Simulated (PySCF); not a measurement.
**Hf³⁺ (hafnium, charge +3) across methods**

[Xe] 4f14 5d1, 2D determinant. Computed with PySCF 2.14 in aug-cc-pVTZ-PP with ECP60MDF (6s6p5d3f2g, 88 functions), with scalar relativity through the core potential.

```tsv
method	E (hartree)	mean ε 5p α (eV)	mean ε 5p β (eV)	mean ε 5d α (eV)	Σ⟨r²⟩ (bohr²)	⟨S²⟩
wB97X	-46.8698	-67.091	-66.352	-31.241	19.41	0.750
BHandHLYP	-46.7642	-66.821	-65.776	-30.387	19.55	0.751
B3LYP	-46.8469	-64.126	-63.347	-28.910	19.56	0.751
TPSS	-46.8413	-62.390	-61.708	-27.796	19.51	0.751
PBE0	-46.8237	-64.547	-63.696	-29.149	19.52	0.751
UHF	-46.46084	-70.622	-69.059	-32.425	19.59	0.752
LDA	-46.6648	-62.018	-61.389	-27.644	19.68	0.750
r2SCAN	-46.8564	-63.079	-62.284	-28.000	19.47	0.751
```

Task: Estimate the same row for PBE.

Result: E (hartree) = -46.8383; mean ε 5p α (eV) = -62.162; mean ε 5p β (eV) = -61.518; mean ε 5d α (eV) = -27.808; Σ⟨r²⟩ (bohr²) = 19.54; ⟨S²⟩ = 0.750.

Energies and moments cover only the electrons outside the core potential. Spin-orbit coupling, absent here, splits the open shell strongly.
